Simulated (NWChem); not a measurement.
# Spin states of HAs

SMILES: [AsH]
```xyz
2

As     0.0000     0.0000     0.0451
H      0.0000     0.0000    -1.4893
```
Charge 0, spin multiplicity 3.

Everything below was run with NWChem. Structure: optimised with UPBE0/def2-SVP, a minimum by its harmonic frequencies.

Basis set: def2-TZVP. The gap is E(triplet) − E(singlet) at the geometry of the triplet, so a negative value puts the higher spin lower. Open shells are unrestricted, and the singlet is the closed-shell solution. Where the lowest singlet needs several determinants, the single determinant used here isn't a pure state and places it wrongly.

The Hamiltonian is non-relativistic. The correlated methods keep 9 core orbitals frozen. B3LYP has NWChem's definition, with VWN1-RPA local correlation. This spin state was chosen for the runs; another may lie lower. The structure started from a generated list of species. The unpaired electrons of the parent sit in orbitals of symmetry b1 and b2 (C2v labels of the run); other states weren't searched. No SCF solution was tested for a lower state. Open-shell Hartree-Fock references start from PBE0 orbitals.

Question: For the vertical singlet-triplet gap, B3LYP gives -29.8 kcal/mol and HF gives -44.2 kcal/mol. What do B2PLYP, MP2 give?

Answer: B2PLYP: -31.0 kcal/mol; MP2: -34.4 kcal/mol.
